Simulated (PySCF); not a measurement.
**Optical rotation: `F[C@@H]1C[SiH2]O[Si@H]1CCl`, C3H8ClFOSi2**

Molfile (atoms numbered from 1):
```
C3H8ClFOSi2
     RDKit          3D

 16 16  0  0  0  0  0  0  0  0999 V2000
   -1.7251   -0.7505   -1.6102 F   0  0  0  0  0  0  0  0  0  0  0  0
   -0.8016   -0.9005   -0.5719 C   0  0  2  0  0  0  0  0  0  0  0  0
   -1.4486   -0.4230    0.7315 C   0  0  0  0  0  0  0  0  0  0  0  0
   -1.1122    1.4518    0.9029 Si  0  0  0  0  0  4  0  0  0  0  0  0
    0.2326    1.5343   -0.0602 O   0  0  0  0  0  0  0  0  0  0  0  0
    0.6786    0.2676   -0.9767 Si  0  0  1  0  0  4  0  0  0  0  0  0
    2.3426   -0.4205   -0.3473 C   0  0  0  0  0  0  0  0  0  0  0  0
    2.1217   -1.1155    1.2783 Cl  0  0  0  0  0  0  0  0  0  0  0  0
   -0.5939   -1.9751   -0.5454 H   0  0  0  0  0  0  0  0  0  0  0  0
   -2.5039   -0.6943    0.7274 H   0  0  0  0  0  0  0  0  0  0  0  0
   -0.9839   -0.9610    1.5587 H   0  0  0  0  0  0  0  0  0  0  0  0
   -2.1165    2.3022    0.2780 H   0  0  0  0  0  0  0  0  0  0  0  0
   -0.6608    1.8599    2.2254 H   0  0  0  0  0  0  0  0  0  0  0  0
    0.7301    0.6885   -2.3690 H   0  0  0  0  0  0  0  0  0  0  0  0
    3.0956    0.3573   -0.2556 H   0  0  0  0  0  0  0  0  0  0  0  0
    2.7378   -1.2122   -0.9773 H   0  0  0  0  0  0  0  0  0  0  0  0
  1  2  1  0
  2  3  1  0
  3  4  1  0
  4  5  1  0
  5  6  1  0
  6  7  1  0
  7  8  1  0
  6  2  1  0
  2  9  1  1
  3 10  1  0
  3 11  1  0
  4 12  1  0
  4 13  1  0
  6 14  1  6
  7 15  1  0
  7 16  1  0
M  END
```

The calculation used TDDFT CAM-B3LYP/def2-SVPD circular dichroism and optical rotation, one conformer, gas phase in PySCF. Geometry: GFN2-xTB.

The molecule is flexible and this is one conformer; a measurement averages over conformers.

Stereocentres: C2 S, Si6 R.

(1) What is the specific rotation at 633, 589.3, 546, 436, 405, 365, 355 nm?

(2) And for the mirror image at 589.3 nm?

(3) What is the molar rotation [Φ] = [α]·M/100 of the geometry above at 589.3 nm?

Results:

(1) [α] in deg dm⁻¹ (g/mL)⁻¹:
| λ (nm) | origin-invariant length gauge | modified velocity gauge | length gauge (centre of mass) | isotropic polarisability (au) |
| --- | --- | --- | --- | --- |
| 633 | +30.9 | +25.6 | +31.0 | 98.4 |
| 589.3 | +36.6 | +30.3 | +36.6 | 98.8 |
| 546 | +43.8 | +36.5 | +43.9 | 99.2 |
| 436 | +77.3 | +65.0 | +77.4 | 100.9 |
| 405 | +94.4 | +79.7 | +94.4 | 101.7 |
| 365 | +126.8 | +107.8 | +126.9 | 103.1 |
| 355 | +137.7 | +117.2 | +137.8 | 103.6 |

(2) -36.6 deg dm⁻¹ (g/mL)⁻¹ (origin-invariant length gauge): the same size and the opposite sign.

(3) With M = 170.71 g/mol, +62.4 deg cm² dmol⁻¹ (origin-invariant length gauge).

The first excitation lies at 6.76 eV (183 nm) with R = +4.2 × 10⁻⁴⁰ esu² cm² (velocity form).
